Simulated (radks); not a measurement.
The numbers below are computed, except where a source is named.
Initial-state core-level shifts of the vanadium ion V+ when its valence configuration changes from [Ar] 3d4. Code: a radial shooting solver on a logarithmic mesh with Libxc functionals. Model: scalar-relativistic Kohn-Sham, r2SCAN, spin-unpolarised, spherical densities, finite nucleus; meta-GGA in the generalised Kohn-Sham scheme; Fermi nuclear charge, rms radius 3.6002 fm. Shifts are changes of the shell-averaged eigenvalues in eV (positive: less bound); the change of the density at the nucleus, which sets a Mossbauer isomer shift, is in e/bohr^3, on a base of 9930.

| valence | 1s | 2s | 2p | 3p | density at nucleus |
|---|---|---|---|---|---|
| 3d3 4s1 | -4.764 | -5.436 | -5.386 | -4.616 | +5.8667 |
| 3d2 4s2 | -10.950 | -12.540 | -12.428 | -10.262 | +14.1096 |
| 3d2 4p2 | -13.571 | -15.075 | -14.968 | -12.777 | +3.0500 |
| 3d2 4s1 4p1 | -12.278 | -13.824 | -13.715 | -11.541 | +8.5197 |
| 3d2 4s0.5 4p1.5 | -12.929 | -14.454 | -14.346 | -12.164 | +5.7943 |
| 4s2 4p2 | -29.417 | -33.471 | -33.227 | -25.868 | +24.2764 |
| 3d3.5 4s0.5 | -2.210 | -2.519 | -2.496 | -2.172 | +2.7202 |
| 3d1 4s2 4p1 | -19.691 | -22.403 | -22.226 | -17.881 | +18.6571 |
| 3d3 4p1 | -6.089 | -6.694 | -6.648 | -5.914 | +1.1230 |
